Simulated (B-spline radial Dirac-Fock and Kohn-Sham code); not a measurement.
How the levels of iron move as electrons are removed

These are calculated numbers from a radial atomic solver; the model is multi-electron Dirac-Fock with separately optimised hole states, Breit and Lamb-shift corrections added in first order. Each ion is free and in its tabulated ground configuration. No correlation.

Reference: Fe⁵⁺, [Ar] 3d3, with K 7219.2 eV, L1 959.2 eV, L2 831.5 eV, M1 196.0 eV. Shifts from it, in eV (a dash: the subshell is empty, belongs to an open shell averaged over j, or its hole state is left out as unreliable):

```
  ion  configuration       K      L1      L2      M1
 Fe⁶⁺       [Ar] 3d2   +30.5   +31.3   +31.2   +25.6
 Fe⁷⁺       [Ar] 3d1   +63.6   +65.2   +65.1   +52.8
 Fe⁸⁺   [Ne] 3s2 3p6   +99.4  +101.6  +101.5   +81.3
 Fe⁹⁺   [Ne] 3s2 3p5  +140.7  +139.0  +139.2  +108.6
Fe¹⁰⁺   [Ne] 3s2 3p4  +183.8  +177.9  +178.5  +136.7
```
